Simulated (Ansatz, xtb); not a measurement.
Gas-phase reaction in SMILES: CC(=O)[O][GeH2-] → [CH2-]C(=O)[O][GeH3]
Structures are relaxed separately at B3LYP-D3(BJ)/def2-TZVP in Ansatz (an electronic-structure program), one conformer each, not searched for the lowest. Frequencies are from Ansatz.

Wanted: isomerisation energy (enthalpy at 298 K, with B3LYP-D3(BJ) rigid-rotor harmonic-oscillator terms), in eV. Valence correlation only, unless marked. Spin-orbit coupling is left out. The frozen core is the preceding noble-gas configuration, with the filled d and f shells of earlier blocks. No relativistic terms. Anions need diffuse functions: aug- sets have them; def2-D sets add few; the other sets have none. CBS(X,Y): correlation extrapolated as X^-3; Hartree-Fock from the larger set.

```csv
level,program,isomerisation energy (eV)
GFN2-xTB,xtb,[?]
SVWN5/def2-TZVPD,Ansatz,0.44
r2SCAN/def2-TZVPD,Ansatz,[?]
B3LYP-D4/def2-TZVPD,Ansatz + dftd4,[?]
PBE0-D4/def2-TZVP,Ansatz + dftd4,0.54
PBE0/def2-QZVPP,Ansatz,[?]
CAM-B3LYP-D3(BJ)/def2-TZVPD,Ansatz + dftd3,0.67
LC-wPBE-D3(BJ)/def2-TZVPD,Ansatz + dftd3,0.51
B2GP-PLYP-D4/def2-TZVPD,Ansatz + dftd4,0.55
SCS-MP2/6-31G*,Ansatz,0.94
SCS-MP2/cc-pVTZ,Ansatz,0.49
"CCSD(T)/CBS(aug-cc-pVTZ,aug-cc-pVQZ)",Ansatz,0.45
```

Task: What belongs in the gaps?

Result: 
- GFN2-xTB, isomerisation energy (eV): 0.78
- r2SCAN/def2-TZVPD, isomerisation energy (eV): 0.53
- B3LYP-D4/def2-TZVPD, isomerisation energy (eV): 0.72
- PBE0/def2-QZVPP, isomerisation energy (eV): 0.59
